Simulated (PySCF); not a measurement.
Simulation results for GeH5NOSi

All values are calculated (PySCF 2.14.0). Calculation on a computer-drawn molecule: optimised geometry and harmonic frequencies of an isolated molecule of the commonest isotopes, restricted reference for singlets and unrestricted otherwise, frozen core in MP2; on germanium a core potential holds 10 electrons, which the energies leave out, and 3d is frozen in MP2 and coupled-cluster steps.

```json
{"formula": "GeH5NOSi", "start_structure": {"atoms_angstrom": [["O", 0.1699, -0.5104, 2.4807], ["Si", 1.2849, 0.3749, 1.5897], ["N", 1.2707, 0.9031, 0.0829], ["Ge", 0.3793, 1.0229, -1.4939], ["H", -0.6918, -0.7796, 2.2238], ["H", 2.3265, 0.3806, 2.5611], ["H", 0.0258, -0.3246, -2.1252], ["H", -0.9296, 1.8309, -1.3285], ["H", 1.3699, 1.7827, -2.4096]]}, "given": {"charge": 0, "multiplicity": 1, "method": "HF", "basis": "cc-pV(D+d)Z", "basis_and_core_potential_on_germanium": "cc-pVDZ-PP ECP10MDF", "drawn_bonds_atom": [1, 2, 3, 1, 2, 4, 4, 4], "drawn_bonds_other_atom": [2, 3, 4, 5, 6, 7, 8, 9], "drawn_bonds_order": [1, 2, 1, 1, 1, 1, 1, 1]}, "results": {"total_energy [hartree]": null, "rotational_constants [GHz]": null}}
```

## Withheld values
1. Give the missing total energy for GeH5NOSi.
2. Estimate the rotational constants of GeH5NOSi.

Calculated values
1. -714.5653 hartree
2. 25.21, 1.167, 1.131 GHz

Further results for GeH5NOSi:

```
convergence status largest gradient component : 6.019e-06 hartree/bohr
```

Optimised structure:
```xyz
9
GeH5NOSi
O      0.4068    -0.5327     2.8021
Si     1.0748     0.2238     1.5358
N      0.3880     0.4429     0.1656
Ge     0.3638     1.0644    -1.5281
H     -0.4739    -0.8678     2.6963
H      2.4053     0.6154     2.0027
H      0.1424    -0.1025    -2.4995
H     -0.7829     2.0712    -1.6887
H      1.6812     1.7657    -1.9051
```

Modes:
| frequency (cm⁻¹) | reduced mass (dalton) |
| --- | --- |
| 58.49 | 1.267 |
| 58.79 | 5.533 |
| 122.6 | 5.306 |
| 285.5 | 5.938 |
| 507.3 | 1.305 |
| 533 | 7.167 |
| 651.1 | 1.245 |
| 702 | 1.146 |
| 711.2 | 1.145 |
| 877.9 | 1.272 |
| 958.5 | 1.054 |
| 961.2 | 1.293 |
| 963.2 | 1.02 |
| 971.5 | 2.565 |
| 995.7 | 1.169 |
| 1444 | 12.87 |
| 2177 | 1.023 |
| 2198 | 1.024 |
| 2229 | 1.013 |
| 2411 | 1.044 |
| 4141 | 1.067 |
